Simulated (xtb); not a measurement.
Cl2O2W, singlet, from a rough starting geometry (GFN-xTB shapes and energies of metal compounds can be far from the true ones); GFN2-xTB (xtb 6.7.1).

xtb was given this input:
```
$ xtb mol.xyz --gfn 2 --opt vtight --json

# file mol.xyz
5

W      0.17063909     0.00134522     0.02790405
O      1.34562870    -0.55525667    -0.95275724
O      0.65526122     0.19323371     1.63558716
Cl    -0.60788162     1.87337573    -0.71240311
Cl    -1.50820875    -1.42268023     0.02608704
```

The log (banner, timings and long lists left out):

```
   ID    Z sym.   atoms
    1   74 W      1
    2    8 O      2, 3
    3   17 Cl     4, 5

           -------------------------------------------------
          |                Calculation Setup                |
           -------------------------------------------------

           -------------------------------------------------
          |                 G F N 2 - x T B                 |
           -------------------------------------------------

          ...................................................
          :                      SETUP                      :
          :.................................................:
          :  # basis functions                  38          :
          :  # atomic orbitals                  35          :
          :  # shells                           13          :
          :  # electrons                        32          :
          :  max. iterations                   250          :
          :  Hamiltonian                  GFN2-xTB          :
          :  restarted?                      false          :
          :  GBSA solvation                  false          :
          :  PC potential                    false          :
          :  electronic temp.          300.0000000     K    :
          :  accuracy                    1.0000000          :
          :  -> integral cutoff          0.2500000E+02      :
          :  -> integral neglect         0.1000000E-07      :
          :  -> SCF convergence          0.1000000E-05 Eh   :
          :  -> wf. convergence          0.1000000E-03 e    :
          :  Broyden damping             0.4000000          :
          :  net charge                          0          :
          :  unpaired electrons                  0          :
          ...................................................

 iter      E             dE          RMSdq      gap      omega  full diag
   1    -11.1955651 -0.111956E+02  0.283E+01    1.49       0.0  T
   2    -12.6975977 -0.150203E+01  0.321E+01   12.03       1.0  T
   3    -17.4362876 -0.473869E+01  0.191E+01    7.13       1.0  T
   4    -18.0838562 -0.647569E+00  0.166E+01    6.29       1.0  T
   5    -18.3963519 -0.312496E+00  0.158E+01    5.87       1.0  T
   6    -18.9187681 -0.522416E+00  0.112E+01    5.36       1.0  T
   7    -19.8518083 -0.933040E+00  0.399E+00    3.10       1.0  T
   8    -19.8318727  0.199356E-01  0.247E+00    2.95       1.0  T
   9    -19.8266213  0.525140E-02  0.290E+00    2.89       1.0  T
[...]
         :: total energy             -19.802890795414 Eh    ::
 * total energy  :   -19.8028908 Eh     change       -0.6616965E-09 Eh
 * total energy  :   -19.8049752 Eh     change       -0.2084373E-02 Eh
 * total energy  :   -19.8051899 Eh     change       -0.2147179E-03 Eh
 * total energy  :   -19.8052017 Eh     change       -0.1183987E-04 Eh
 * total energy  :   -19.8052003 Eh     change        0.1457449E-05 Eh
 * total energy  :   -19.8052033 Eh     change       -0.3026031E-05 Eh
 * total energy  :   -19.8052033 Eh     change       -0.3626999E-07 Eh
   *** GEOMETRY OPTIMIZATION CONVERGED AFTER 7 ITERATIONS ***
         :: total energy             -19.805203332381 Eh    ::
[...]
        35                          0.7804205              21.2363
      -------------------------------------------------------------
                  HL-Gap            0.1259399 Eh            3.4270 eV
             Fermi-level           -0.3898479 Eh          -10.6083 eV

     #   Z          covCN         q      C6AA      α(0)
     1  74 W        3.392     0.990   400.870    44.159
     2   8 O        0.830    -0.458    22.884     6.413
     3   8 O        0.830    -0.458    22.884     6.413
     4  17 Cl       0.866    -0.037   100.277    15.320
     5  17 Cl       0.866    -0.037   100.280    15.320

 Mol. C6AA /au·bohr⁶  :       2404.921683
 Mol. C8AA /au·bohr⁸  :     178106.906691
 Mol. α(0) /au        :         87.624172

Wiberg/Mayer (AO) data.
largest (>0.10) Wiberg bond orders for each atom

 ---------------------------------------------------------------------------
     #   Z sym  total        # sym  WBO       # sym  WBO       # sym  WBO
 ---------------------------------------------------------------------------
     1  74 W    7.002 --     3 O    2.132     2 O    2.132     4 Cl   1.370
                             5 Cl   1.369
     2   8 O    2.421 --     1 W    2.132     3 O    0.106
     3   8 O    2.421 --     1 W    2.132     2 O    0.106
     4  17 Cl   1.637 --     1 W    1.370
     5  17 Cl   1.637 --     1 W    1.369
 ---------------------------------------------------------------------------

Topologies differ in total number of bonds
Writing topology from bond orders to xtbtopo.mol

molecular dipole:
                 x           y           z       tot (Debye)
 q only:       -1.298       0.258      -0.426
   full:       -1.502       0.300      -0.494       4.091
molecular quadrupole (traceless):
                xx          xy          yy          xz          yz          zz
 q only:       -0.282       1.338       3.652       0.606      -1.917      -3.369
  q+dip:       -1.868       1.399       3.390      -0.485      -1.122      -1.522
   full:       -1.799       1.466       3.584      -0.398      -1.257      -1.785

optimized geometry written to: xtbopt.xyz

           -------------------------------------------------
          | TOTAL ENERGY              -19.805203332381 Eh   |
          | GRADIENT NORM               0.000189809476 Eh/α |
          | HOMO-LUMO GAP               3.426998712957 eV   |
           -------------------------------------------------

normal termination of xtb
```
